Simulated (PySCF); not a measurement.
## The third ionisation energy along the 3d series

Calculated with PySCF 2.14 from differences of total energies of unrestricted determinants, without spin-orbit coupling. Values in eV. The last column holds reference values (NIST; (s) semi-empirical, (t) theoretical, else measured). Unmarked ones compare directly (S terms, centres of terms, or small fine structure); those marked * lie between the lowest fine-structure levels and include a spin-orbit shift.

```csv
element,configurations,LDA,PBE,PBE0,r2SCAN,MP2 (valence),SCS-MP2 (valence),reference
"Co (aug-cc-pV5Z, non-relativistic)",[Ar] 3d7 → [Ar] 3d6,34.601,34.368,33.927,34.007,33.475,33.625,33.5 ± 0.06 (s) *
"Cu (aug-cc-pV5Z-PP with ECP10MDF, ECP)",[Ar] 3d9 → [Ar] 3d8,37.980,37.119,36.684,36.121,36.981,36.754,36.841 ± 0.012 *
"Zn (aug-cc-pV5Z-PP with ECP10MDF, ECP)",[Ar] 3d10 → [Ar] 3d9,40.745,39.994,39.561,39.403,40.212,39.852,39.723 *
```

"Valence" correlates the outer s and p shells and, in groups 3 to 12 and the f block, the outer d or f shell, open or full, or the next shell where the ion has no valence electron left; the wider scheme adds the next inner shell.
